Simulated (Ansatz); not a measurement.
Ansatz (a quantum-chemistry and plane-wave program) input (RPA@PBE/cc-pVTZ):

Ansatz 0.2 input:
```yaml
crystal:
  periodic: [false, false, false]
  atoms:
    - {symbol: C, position_ang: [1.01649544, -0.48903755, 0.33400321]}
    - {symbol: C, position_ang: [2.07159355, 0.52943331, 0.57731124]}
    - {symbol: C, position_ang: [-0.37390396, -0.13963136, -0.11688283]}
    - {symbol: C, position_ang: [-1.05494242, -1.39270000, -0.68464948]}
    - {symbol: C, position_ang: [-0.35359022, 0.95771013, -1.19335772]}
    - {symbol: C, position_ang: [-1.19098007, 0.36715355, 1.09467733]}
    - {symbol: H, position_ang: [1.17993706, -1.49861355, 0.69337818]}
    - {symbol: H, position_ang: [1.75311624, 1.29155940, 1.30369825]}
    - {symbol: H, position_ang: [2.33629210, 1.07839567, -0.33356731]}
    - {symbol: H, position_ang: [2.98289271, 0.07359008, 0.96430333]}
    - {symbol: H, position_ang: [-2.08242790, -1.17508937, -0.98473765]}
    - {symbol: H, position_ang: [-0.51672285, -1.76616761, -1.55792625]}
    - {symbol: H, position_ang: [-1.08391791, -2.19087951, 0.06042936]}
    - {symbol: H, position_ang: [0.22837902, 0.64251421, -2.06172498]}
    - {symbol: H, position_ang: [-1.36933917, 1.17863938, -1.52796704]}
    - {symbol: H, position_ang: [0.07911300, 1.88459824, -0.81396844]}
    - {symbol: H, position_ang: [-2.20872739, 0.62519103, 0.78972708]}
    - {symbol: H, position_ang: [-0.73483737, 1.25720199, 1.53162206]}
    - {symbol: H, position_ang: [-1.25179159, -0.39850853, 1.87012269]}
basis:
  gaussian:
    orbitals: cc-pVTZ
hamiltonian:
  xc: pbe
magnetization: {spin_polarized: true, initial_magnetization: 1}
correlation: {method: rpa, electrons: outside_noble_gas}
```

End of the output:

```
integrals: 1.55 GiB planned
2023 factors; integrals over basis functions are off by at most 1.0e-3 eV
0.50 GiB of the device are held for the grids
2.40 GiB of device memory are held for the factors and their scratch space
mean field: 3.14 GiB planned
mean field evaluation 1: about -6403.4207 eV, gradient 6.9e1 eV
mean field evaluation 2: about -6403.3952 eV, gradient 6.9e1 eV
mean field evaluation 4: about -6424.5168 eV, gradient 1.7e1 eV
mean field evaluation 8: about -6425.8943 eV, gradient 3.2e-1 eV
mean field evaluation 16: about -6425.8948 eV, gradient 2.2e-4 eV
mean field -6425.89477646 eV, -236.1472774069 hartree, gradient 4.1e-6 eV, S^2 0.753641; 0 other end points of the search recorded, 0 dependent functions left out
6 core orbitals not correlated
reference -6388.18899473 eV, -234.7616154864 hartree; 19, 18 occupied and 337, 338 virtual orbitals, 2023 factors
Total energy: -6436.34623381 eV, -236.5313613802 hartree
```

It need not be the lowest isomer of its formula.
